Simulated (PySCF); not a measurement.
Species: C2H8B3N3S.
Atom-mapped SMILES: `[CH3:1][N:2]1[BH:3][NH:4][B:5]([CH:6]=[S:7])[NH:8][BH:9]1` (hydrogens: H10, H11, H12 on C1; H13 on B3; H14 on N4; H15 on C6; H16 on N8; H17 on B9)

Structure used (PBE0-D3(BJ)/def2-SVP), in Å, numbered top down from 1:
```xyz
17
C2H8B3N3S angstrom
C     -2.8881   -0.5545   -0.2722
N     -1.4627   -0.3593   -0.0635
B     -0.9131    0.9580   -0.1549
N      0.4879    1.1371    0.0557
B      1.3544    0.0450    0.3546
C      2.9064    0.2520    0.5880
S      3.9285   -0.9563    0.9480
N      0.7736   -1.2461    0.4369
B     -0.6165   -1.4765    0.2344
H     -3.1391   -1.6218   -0.2051
H     -3.2036   -0.1924   -1.2632
H     -3.4842   -0.0179    0.4830
H     -1.6243    1.9041   -0.4068
H      0.8668    2.0732   -0.0118
H      3.3216    1.2727    0.5052
H      1.4003   -2.0166    0.6513
H     -1.0812   -2.5906    0.3100
```

The calculation used PBE0-D3(BJ)/def2-SVP geometry optimisation, gas phase in PySCF.

Masses are those of the commonest isotopes; rigid-rotor values at the optimised geometry. The values belong to one conformer with, in the numbering `[CH3:1][N:2]1[BH:3][NH:4][B:5]([CH:6]=[S:7])[NH:8][BH:9]1`, N4–B5–C6–S7 179°.

Task: Give the principal moments of inertia and the rotational constants in MHz.

Result: Ia = 117.20, Ib = 754.88, Ic = 868.89 u·Å²; 505379 MHz·u·Å²/I gives A = 4312, B = 669.5, C = 581.6 MHz.

Task: What kind of rotor is it?

Result: A near-prolate asymmetric top. Ray's parameter κ = (2B − A − C)/(A − C) = -0.953; −1 is the prolate and +1 the oblate limit.

Task: Is it planar, by Δ = Ic − Ia − Ib?

Result: Not planar: Δ = Ic − Ia − Ib = -3.19 u·Å². For a rigid frame Δ = −2 Σ m c², so Σ m c² = 1.60 u·Å² lies off the ab plane, practically all of it from hydrogen. The atom farthest from that plane is 0.92 Å away.

Task: List the rotational levels J(Ka,Kc) to J = 5 (K).

Result: Above 0(0,0), as E/k:
J = 1: 1(0,1) 0.060, 1(1,1) 0.235, 1(1,0) 0.239
J = 2: 2(0,2) 0.180, 2(1,2) 0.351, 2(1,1) 0.363, 2(2,1) 0.888, 2(2,0) 0.888
J = 3: 3(0,3) 0.360, 3(1,3) 0.524, 3(1,2) 0.550, 3(2,2) 1.068, 3(2,1) 1.068, 3(3,1) 1.953, 3(3,0) 1.953
J = 4: 4(0,4) 0.599, 4(1,4) 0.756, 4(1,3) 0.798, 4(2,3) 1.308, 4(2,2) 1.309, 4(3,2) 2.193, 4(3,1) 2.193, 4(4,1) 3.431, 4(4,0) 3.431
J = 5: 5(0,5) 0.898, 5(1,5) 1.045, 5(1,4) 1.109, 5(2,4) 1.608, 5(2,3) 1.611, 5(3,3) 2.493, 5(3,2) 2.493, 5(4,2) 3.732, 5(4,1) 3.732, 5(5,1) 5.324, 5(5,0) 5.324
The levels of one J sum to (2J + 1)J(J + 1)(A + B + C)/3.

Task: Which lines would a microwave search look for?

Result: The dipole components are |μa| = 1.38 D, |μb| = 1.31 D, |μc| = 0.01 D. The squared components, which scale the intensities, stand as 1.00 : 0.90 : 0.00 (a : b : c). Some lines, for components of 0.1 D or more:

```tsv
type	branch	J(Ka,Kc)	MHz	lower level (cm⁻¹)
a	Q	4(1,3) ← 4(1,4)	878	0.526
a	R	1(0,1) ← 0(0,0)	1251	0.000
b	R	4(0,4) ← 3(1,3)	1559	0.365
a	R	2(1,1) ← 1(1,0)	2590	0.166
a	R	3(1,3) ← 2(1,2)	3621	0.244
b	Q	1(1,0) ← 1(0,1)	3730	0.042
a	R	3(2,1) ← 2(2,0)	3760	0.617
b	Q	2(1,1) ← 2(0,2)	3820	0.125
b	Q	3(1,2) ← 3(0,3)	3957	0.250
a	R	4(0,4) ← 3(0,3)	4989	0.250
a	R	4(2,3) ← 3(2,2)	5003	0.742
a	R	4(3,2) ← 3(3,1)	5008	1.357
a	R	4(3,1) ← 3(3,0)	5008	1.357
a	R	4(1,3) ← 3(1,2)	5177	0.382
b	R	3(1,3) ← 2(0,2)	7177	0.125
b	Q	4(2,2) ← 4(1,3)	10647	0.555
b	Q	3(2,1) ← 3(1,2)	10805	0.382
b	Q	2(2,0) ← 2(1,1)	10929	0.253
b	Q	2(2,1) ← 2(1,2)	11191	0.244
b	Q	3(2,2) ← 3(1,3)	11324	0.365
b	Q	4(3,2) ← 4(2,3)	18438	0.909
b	R	3(3,1) ← 2(2,0)	22185	0.617
b	R	3(3,0) ← 2(2,1)	22187	0.617
b	Q	4(4,1) ← 4(3,2)	25803	1.524
```

No frequency check. No vibrational averaging or centrifugal distortion is included, and the geometry carries the error of its method. A rigid rotor knows nothing of internal rotation, which can split or shift real lines. Quadrupole hyperfine structure (11B, 14N) is left out.
